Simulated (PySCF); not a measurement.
# Sb: ionisation energy

Sb [Kr] 4d10 5s2 5p3 (4S) → Sb+ [Kr] 4d10 5s2 5p2 (3P), as a difference of total energies. Calculation: PySCF 2.14, in aug-cc-pVDZ-PP with ECP28MDF (5s4p3d, 32 functions); a scalar-relativistic core potential. Correlated levels: valence: 4s2 4p6 4d10 frozen. The calculations carry no spin-orbit coupling.

| method | ionisation energy (eV) |
| --- | --- |
| UHF | 8.598 |
| r2SCAN | 9.180 |
| M06-L | 8.711 |
| MP2 (valence) | 8.913 |
| SCS-MP2 (valence) | 8.804 |
| CCSD (valence) | 8.882 |
| CCSD(T) (valence) | 8.891 |

Q: How much does correlation contribute at CCSD(T) (valence)?

A: 8.891 − (8.598) = 0.293 eV, measured against UHF.

Errors of the correlated levels include the incompleteness of this basis and the frozen core.

For comparison: 9.124 eV (measured; NIST levels, between the centres of gravity of the two terms).
